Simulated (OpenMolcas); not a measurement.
**Sc+: CASPT2 settings compared**

| Item | Value |
| --- | --- |
| Program | OpenMolcas 26.06 |
| Basis | ANO-RCC-VDZP [5s4p2d1f] |
| Scalar Hamiltonian | DKH2, point nucleus |
| Active space | 2 electrons in 6 orbitals (3d 4s) |
| State averaging | 2S+1 = 3 even, 15 roots; 2S+1 = 1 even, 21 roots kept (CI in the orbitals of an earlier block) |
| Spin-orbit coupling | RASSI with atomic mean-field integrals over the reference wave functions, term energies averaged over their components |

Methods on the same reference wave functions:
A. CASSCF
B. SS-CASPT2, IPEA 0.25 Eh, imaginary shift 0.3 Eh (closed shells correlated: 3s 3p)
C. MS-CASPT2, IPEA 0.25 Eh, imaginary shift 0.3 Eh (closed shells correlated: 3s 3p)

Energies in cm-1 above 3d 4s 3D1, the measured ground level; measured values from NIST Handbook of Basic Atomic Spectroscopic Data.

```csv
Level,A,B,C,Measured
3d 4s 3D1,0.0,0.0,0.0,0.0
3d 4s 3D2,61.7,60.9,60.6,67.7
3d 4s 3D3,157,157,157,178
3d 4s 1D2,4196,2540,2380,2541
3d2 3F2,5235,5590,5590,4803
3d2 3F3,5329,5690,5690,4884
3d2 3F4,5454,5810,5810,4988
3d2 3P0,15036,13410,13410,12074
3d2 3P1,15069,13440,13440,12102
3d2 3P2,15095,13510,13510,
3d2 1D2,15317,12190,12350,
3d2 1G4,17859,16120,16120,14261
4s2 1S0,18111,11380,11310,11736
3d2 1S0,38676,30090,30150,25955
```

Deviations, from unrounded energies. A percentage is the sum of absolute deviations over the sum of measured energies, with the sign that they share, or ± where signs differ.

| Against measurement | Levels | A | B | C |
| --- | --- | --- | --- | --- |
| mean absolute deviation (cm-1) | 11 | 2900 | 1000 | 1100 |
| fine structure of the ground term (%) | 2 | -10.7 | -11.0 | -11.2 |
| other terms of the ground configuration (%) | 1 | +65.1 | +0.0 | -6.3 |
| other configurations (%) | 8 | +33.0 | ±12.6 | ±12.7 |

B, C lie about equally close to measurement and A furthest from it. The largest miss of B in the table is 3d2 1S0, by +4100 cm-1. The ranking rests on the paired levels alone, and a cruder setting can come out closer through cancelling errors.

Between B and C the level of the table that moves most is 3d 4s 1D2, by 160 cm-1 (lowest in C, highest in B). Moves below CASPT2's spread within the term are not significant.

The mean deviations of B to C differ by less than CASPT2's widest spread within a term (620 cm-1), so their order carries little weight.

The lowest spin-free term lies below A's lowest term by 0.241 hartree in B, 0.241 hartree in C.

CASPT2 does not keep the components of a term degenerate, so their means are used; among the terms shown or strongly mixed into the levels shown the widest spread is 620 cm-1 (3d2 1G, C). Terms from blocks run as CI alone lack orbitals of their own. A single d shell beside an s shell can misplace configurations of different d count against each other. Without dynamic correlation excited terms often stand tens of per cent too high (terms of higher spin than the ground term too low), and those without a measured partner can miss by more than the paired ones (holds for A). Computed and measured levels are paired by configuration, term and J; levels that our copy of the source lacks, or whose pairing is in doubt (as where it misses far off the trend of its configuration), stay unpaired and out of the deviations. Levels of configurations outside the active space are missing.
